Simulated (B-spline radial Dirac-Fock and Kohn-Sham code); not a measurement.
Calculated with a radial atomic solver, using ΔSCF Dirac-Fock with Breit, self-energy and vacuum polarisation, finite nucleus, configuration average. Free neutral atoms.

Task: Order these X-ray lines by photon energy, lowest first.
A. Ag Lβ1
B. Si Kα1
C. Tc Lγ5
D. Sb Lη
E. Sr Lγ3
F. Nb Lβ7

Result: B (1740.8 eV), E (2203.4 eV), F (2371.4 eV), C (2720.9 eV), A (3152.1 eV), D (3434.1 eV).
